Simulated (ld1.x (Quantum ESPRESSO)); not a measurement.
Configuration tests for F (ultrasoft)

ld1.x (Quantum ESPRESSO) 7.5 input, shortened:

```
&input
   title='F', zed=9., rel=0, dft='PBESOL', iswitch=3,
   config='[He] 2s2 2p4'
 /
 &inputp
   pseudotype=3, tm=.true., lloc=-1, rcloc=0.80,
   nlcc=.true.,
   which_augfun='PSQ', rmatch_augfun=0.65
 /
4
2S  1  0   2.00   0.00  0.70  0.80  0.0
2S  1  0   0.00  -0.80  0.70  0.80  0.0
2P  2  1   4.00   0.00  0.90  1.15  0.0
2P  2  1   0.00  -1.40  0.90  1.15  0.0
 &test
   configts(1)='2s2 2p4'
 /
```

Energies are relative to the spin-unpolarised reference configuration 2s2 2p4; without spin polarisation the order of configurations can differ from experiment.

```
valence configuration  charge  ΔE all-electron (eV)  error AE − PS (meV)
              2s2 2p5       0               -19.328                 -0.7
              2s2 2p3      +2                38.288                 -2.4
              2s2 2p2      +3                98.782                  -14
              2s1 2p5      +1                18.892                 +1.4
            2s2 2p5.3    -0.3               -21.984                 -0.9
```

What are ΔE and the potential's error for 2s2 2p4.5?

ΔE = -11.812 eV all-electron; the error (AE − PS) is -0.3 meV.

What are ΔE and the potential's error for 2s1 2p6?

ΔE = -0.721 eV all-electron; the error (AE − PS) is -1.7 meV.

Levels in the configuration 2s2 2p3:

| level | all-electron (eV) | pseudo (eV) |
| --- | --- | --- |
| 2s | -67.655 | -67.648 |
| 2p | -48.883 | -48.889 |
